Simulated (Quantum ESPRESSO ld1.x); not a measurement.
Values are calculated unless marked as measured or tabulated.
Co2+, 25 electrons, occupied as [Ar] 3d6 4p1 (not the ground configuration).

Level of theory: Dirac Kohn-Sham, BLYP, spin-unpolarised, spherical densities, point nucleus; open shells fill j = l - 1/2 first (ld1.x of Quantum ESPRESSO 7.5).

Energy parts (eV):
part                    energy
total                 -37879.3
kinetic                38452.7
electron-nucleus      -90146.8
Hartree                15417.2
exchange-correlation   -1602.4

Orbitals (lengths in bohr, moments of r in powers of bohr):
orbital	occ.	eigenvalue (eV)	<1/r>
1s1/2	2	-7621.92	27.03
2s1/2	2	-927.398	5.837
2p1/2	2	-808.464	5.787
2p3/2	4	-793.630	5.676
3s1/2	2	-129.808	1.850
3p1/2	2	-94.2096	1.726
3p3/2	4	-92.3102	1.700
3d3/2	4	-34.7469	1.377
3d5/2	2	-34.5286	1.370
4p1/2	1	-17.2982	0.4785
4p3/2	0	-17.1349	0.4739

The highest occupied level is 4p1/2 at -17.298 eV. Summed over all electrons, <r^2> = 21.87 bohr^2, which gives a Langevin (diamagnetic) susceptibility term of -17.3 x 10^-6 cm^3/mol.
